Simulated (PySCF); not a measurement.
**Bond length, frequency and bond energy of NiS by level of theory**

State: ³Σ⁻ (triplet), unpaired electrons π ↑↑. Set-up: basis Ni x2c-TZVPPall, S x2c-TZVPPall; spin-free X2C with a Gaussian nucleus; PySCF 2.14. De refers to Ni (3d8 4s2) + S in their high-spin ground configurations, without counterpoise correction. The functionals are run spin-unrestricted. A positive dipole means Ni(−)S(+). Levels whose curve was spin-contaminated or gave no clean fit are not listed.

```csv
Level,Re (Å),ωe (cm⁻¹),De (eV),μ (D),"CPU s a point (SCF and correlation, without the integrals)"
ROHF,2.077,469,n/a,-7.80,4.6
ROHF-MP2,1.926,500,n/a,n/a,7.3
ROHF-SCS-MP2,1.964,488,n/a,n/a,n/a
ROHF-CCSD,1.944,564,2.66,n/a,n/a
PBE,1.955,523,n/a,-3.15,3.9
PW91,1.953,524,n/a,-3.12,2
BLYP,1.975,502,n/a,-2.99,2.3
r²SCAN,1.939,542,n/a,-3.77,6.2
TPSSh,1.946,538,n/a,-3.97,8.6
B3LYP,1.958,526,n/a,-3.92,6.8
PBE0,1.943,546,n/a,-4.35,5.5
LC-ωPBE,1.909,598,n/a,-4.42,6.9
```

Problem. What does a quarter of exact exchange do here, going from PBE to PBE0?

Solution. PBE0 less PBE: -1.2 pm in Re, +4.4 % in ωe. Exact exchange removes part of the self-interaction that spreads semilocal densities, and in most molecules shortens and stiffens the bond and lowers De; so it does here.

Problem. What does the step from GGA to meta-GGA do here, going from PBE to r²SCAN?

Solution. r²SCAN less PBE: -1.6 pm in Re, +3.6 % in ωe. 

Problem. What does second-order correlation do here, going from ROHF to ROHF-MP2?

Solution. ROHF-MP2 less ROHF: -15.1 pm in Re, +6.6 % in ωe. Correlation nearly always deepens the well. The bond shortens, as in weak, metallic or heavy-atom bonds, where dispersion and the correlation of outer-core electrons pull the atoms together.

Correlated steps freeze 10 core orbitals. De is left out where the level can put another filling of the metal’s s and d shells below the measured ground configuration, by anything from nothing to about 1 eV. The CCSD T1 diagnostic is raised, a sign that a single reference may not be enough here. With d or f electrons several states lie close, and the lowest PBE0 determinant need not be the measured ground state.

The whole job (state search and all levels along the bond) took about 33 min on 2 threads of AMD EPYC 7R43 64-Core (shared host), peak memory 5.5 GiB.
